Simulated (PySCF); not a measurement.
B3LYP has the VWN-RPA correlation part, as in Gaussian. 

C₂H₂Si, SMILES `C#C[SiH]` (charge 0, multiplicity 1)

All values below come from B3LYP-D3(BJ)/def2-TZVP (PySCF).

The HOMO is -6.55 eV, the dipole moment comes out as 0.191 e·Å and the HOMO–LUMO gap is 3.29 eV. The LUMO comes out as -3.26 eV and the total energy is -366.8464 Ha. The cost comes out as very roughly 11 core-seconds.

Bonds (Å): C1–C2 1.214, C1–H4 1.064, C2–Si3 1.834, Si3–H5 1.522. Bond angles (°): C2–C1–H4 179.1, C1–C2–Si3 172.2, C2–Si3–H5 93.9.
